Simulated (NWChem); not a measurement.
System: C$_{3}$H$_{4}$BCl; SMILES C#CB(C)Cl

NWChem input:

```
start job
memory heap 200 mb stack 900 mb global 1100 mb
geometry units angstroms noautoz
  B      0.349379     0.064549     0.010233
  C     -0.230138    -1.346570     0.002309
  C     -0.668813    -2.482999    -0.001810
  H     -1.064691    -3.483269    -0.005296
  Cl    -0.794076     1.407573    -0.005684
  C      1.887641     0.328961     0.008618
  H      2.157016     1.384679     0.143681
  H      2.297233    -0.016951    -0.957923
  H      2.388009    -0.284584     0.775705
end
basis spherical
  * library 6-31g*
end
dft
  xc scan
  iterations 150
  mulliken
end
task dft energy
```

Structure relaxed at the PBE0/def2-SVP level.

Task: What results follow from this input? (SCAN/6-31G* (spherical d).) Quantities: energy (Ha); highest occupied level (eV); orbital gap (eV); dipole (D).

Result: The energy (Ha) is -601.71 and the highest occupied level (eV) is -7.06. The orbital gap (eV) is 4.65. The dipole (D) is 1.91.
